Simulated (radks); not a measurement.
Polarisability of the xenon ion Xe8+, [Kr] 4d10, at imaginary frequency. Method: scalar-relativistic Kohn-Sham, exchange-only LDA, spin-polarised, spherical densities, finite nucleus; Fermi nuclear charge, rms radius 4.7859 fm; computed with a radial shooting solver on a logarithmic mesh with Libxc functionals. Response by self-consistent Sternheimer equations with the Hartree and adiabatic exchange-only LDA kernel, the relativistic mass of each level held fixed and spin-orbit coupling left out.

w (hartree)  alpha1(iw) (bohr^3)  alpha2(iw) (bohr^5)
0.00266                   0.8627               0.9102
0.0143                    0.8627               0.9101
0.0360                    0.8626               0.9100
0.0697                    0.8624               0.9097
0.118                     0.8618               0.9089
0.186                     0.8604               0.9070
0.280                     0.8575               0.9031
0.413                     0.8516               0.8951
0.605                     0.8393               0.8790
0.892                     0.8137               0.8474
1.35                      0.7600               0.7872
2.12                      0.6507               0.6815
3.59                      0.4572               0.5146
6.94                      0.2172               0.2847
17.5                     0.05613              0.07483

Static values: alpha1 = 0.8627 bohr^3 (0.1278 angstrom^3; uncoupled 1.270), alpha2 = 0.9102 bohr^5, alpha3 = 1.550 bohr^7. C6 = 2.178, C8 = 11.95, triple-dipole C9 = 1.368 atomic units. One-pole (London) frequency 4 C6 / (3 alpha1^2) = 3.901 hartree, against 6.096 for minus the highest occupied eigenvalue.
